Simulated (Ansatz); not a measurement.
Species: C3H8Si, SMILES `C=CC[SiH3]` (C–C–C–Si torsion 106°) (charge 0, multiplicity 1).

Q: Give a relaxed geometry from Ansatz (a quantum-chemistry and plane-wave program) with PBE0-D4/def2-TZVP.

A: This is not unique; one that fits is the end point of this relaxation, one of several conformers (outside a Z-matrix the atoms follow the SMILES, hydrogens last).
Cartesian coordinates (Å) in one orientation:
```xyz
12

C     -2.005     0.311     0.296
C     -0.971     0.104    -0.510
C      0.193    -0.775    -0.214
Si     1.736     0.236     0.182
H     -2.087    -0.190     1.256
H     -2.805     0.989     0.024
H     -0.936     0.635    -1.459
H     -0.015    -1.431     0.637
H      0.428    -1.415    -1.072
H      2.017     1.189    -0.925
H      1.531     1.006     1.436
H      2.914    -0.659     0.349
```
